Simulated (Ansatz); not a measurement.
**Molecular dynamics of BFH₄SSi**

input.yaml

```yaml
crystal:
  periodic: [false, false, false]
  atoms:
    - { symbol: B, position_ang: [-0.885784, 0.879535, 0.078539] }
    - { symbol: Si, position_ang: [0.662094, -0.765961, 0.137316] }
    - { symbol: S, position_ang: [-1.42048, 1.654941, -1.364107] }
    - { symbol: H, position_ang: [0.016699, 0.667813, -0.888277] }
    - { symbol: F, position_ang: [-1.146232, 0.99819, 1.391751] }
    - { symbol: H, position_ang: [-0.247866, -1.892614, 0.537103] }
    - { symbol: H, position_ang: [1.395904, -1.135468, -1.121365] }
    - { symbol: H, position_ang: [1.625565, -0.406434, 1.229143] }
basis:
  gaussian: { orbitals: def2-SVP }
hamiltonian:
  xc: pbe
  dispersion: d4
md:
  timestep: 0.5
  n_steps: 200
  ensemble: nve
  temperature: 100.0
  initial_velocities: maxwell_boltzmann
  seed: 6793
```

Run as:

```bash
$ ansatz run input.yaml --threads 2 --pin off --max-ram 3072MiB --backend cpu --events-out ev --progress --plain --runs-dir out
```

It starts at the highest image of a converged band. Of that band: Neighbouring images differ by up to 1.2 eV, so the band resolves the path poorly. A vibrational analysis at the climbing image gives one clearly imaginary mode, 957i cm⁻¹: a first-order saddle point.

Output, in part (step lines, the closing report, with atoms numbered from 0):

```
md step     0: t =     0.00 fs  T =   100.0 K  F+E_penalty+E_count = -22150.47588230 eV  E_kin = 0.077556 eV  conserved = -22150.39832630 eV  (28 SCF iters)
md step     1: t =     0.50 fs  T =    98.4 K  F+E_penalty+E_count = -22150.47460893 eV  E_kin = 0.076299 eV  conserved = -22150.39831037 eV  (31 SCF iters)
md step     2: t =     1.00 fs  T =    93.7 K  F+E_penalty+E_count = -22150.47094121 eV  E_kin = 0.072663 eV  conserved = -22150.39827863 eV  (31 SCF iters)
md step     3: t =     1.50 fs  T =    86.6 K  F+E_penalty+E_count = -22150.46538302 eV  E_kin = 0.067149 eV  conserved = -22150.39823357 eV  (32 SCF iters)
md step     4: t =     2.00 fs  T =    77.9 K  F+E_penalty+E_count = -22150.45863648 eV  E_kin = 0.060454 eV  conserved = -22150.39818264 eV  (31 SCF iters)
md step     5: t =     2.50 fs  T =    68.8 K  F+E_penalty+E_count = -22150.45150022 eV  E_kin = 0.053368 eV  conserved = -22150.39813188 eV  (31 SCF iters)
md step     6: t =     3.00 fs  T =    60.2 K  F+E_penalty+E_count = -22150.44477438 eV  E_kin = 0.046688 eV  conserved = -22150.39808649 eV  (31 SCF iters)
md step     7: t =     3.50 fs  T =    53.0 K  F+E_penalty+E_count = -22150.43917483 eV  E_kin = 0.041124 eV  conserved = -22150.39805070 eV  (31 SCF iters)
[... lines left out ...]
Total energy: -22151.69097239 eV, -814.0596282798 hartree
Atom 0 at    -0.685140     0.774288     0.270055 Å, force     0.051692    -0.102708    -3.656720 eV/Å
Atom 1 at     0.626577    -0.758719     0.133821 Å, force     1.016910    -0.215756    -0.611016 eV/Å
Atom 2 at    -1.369609     1.630560    -1.340027 Å, force     1.537466    -0.881825     1.372036 eV/Å
Atom 3 at    -0.135864     1.232614    -1.797045 Å, force    -0.434684     0.180093    -0.581464 eV/Å
Atom 4 at    -1.303547     1.062947     1.329884 Å, force    -1.588166     0.830302     3.215217 eV/Å
Atom 5 at     0.271022    -2.079518     0.784524 Å, force    -0.216709     0.244421    -0.013923 eV/Å
Atom 6 at     0.782052    -0.969088    -1.363593 Å, force    -0.053204    -0.164915     0.167979 eV/Å
Atom 7 at     2.057978    -0.468857     0.576421 Å, force    -0.313306     0.110387     0.107890 eV/Å
Dipole moment:     0.110480    -0.043441     0.032598 e Å
```

The steps, from the saved trajectory:

```csv
time (fs),T (K),potential energy less start (eV),conserved less start (meV/atom)
0.0,100,0.000,0.00
3.0,60,0.031,0.03
6.0,55,0.035,0.03
9.0,112,-0.009,0.03
12.0,234,-0.103,0.06
15.0,594,-0.383,0.04
18.0,1175,-0.833,0.04
21.0,1853,-1.362,-0.23
24.0,1789,-1.311,-0.12
27.0,1407,-1.014,-0.01
30.0,1245,-0.889,-0.14
33.0,764,-0.514,0.08
36.0,638,-0.418,-0.04
39.0,711,-0.474,0.02
42.0,998,-0.697,0.01
45.0,1458,-1.053,-0.03
48.0,1855,-1.362,-0.18
51.0,1649,-1.203,-0.11
54.0,1152,-0.816,-0.01
57.0,886,-0.610,-0.12
60.0,425,-0.251,0.09
63.0,616,-0.401,-0.08
66.0,987,-0.688,-0.05
69.0,1355,-0.974,-0.02
72.0,1853,-1.361,-0.19
75.0,1757,-1.286,-0.08
78.0,1205,-0.857,-0.05
81.0,570,-0.364,0.08
84.0,422,-0.250,-0.01
87.0,497,-0.307,0.12
90.0,1097,-0.774,-0.13
93.0,1474,-1.066,-0.07
96.0,1703,-1.244,-0.08
99.0,1786,-1.309,-0.21
```

All steps were run. The conserved energy stayed within 0.24 meV per atom of its start (net change -0.18 meV per atom), so the integration is sound. The system heated up, since it started high on the potential surface and ran downhill. A run of 0.1 ps of so small a system gives no equilibrium averages. The orbitals stay closed-shell, which can raise the energy where a bond breaks towards radicals; this wasn't checked here.

The step under study would form Si2–H4 and break B1–Si2, S3–H4. These pairs go: Si2–H4 1.88 → 2.88 Å, B1–Si2 2.26 → 2.02 Å, S3–H4 1.81 → 1.37 Å. In the last frame they stand as before the step (other bonds may differ from the relaxed reactants and products). Also parted: B1–H4 1.34 → 2.19 Å. It ends as one piece, BFH4SSi. Pairs count as bonded within 1.25 times the sum of covalent radii (0.12 Å more for H–H).

Last frame:

```xyz
8
Properties=species:S:1:pos:R:3
B -0.685 0.774 0.270
Si 0.627 -0.759 0.134
S -1.370 1.631 -1.340
H -0.136 1.233 -1.797
F -1.304 1.063 1.330
H 0.271 -2.079 0.784
H 0.782 -0.969 -1.364
H 2.058 -0.469 0.576
```

Run time: 4 min on 2 threads of Arm Neoverse V1, on a shared host, peak memory 0.11 GiB.
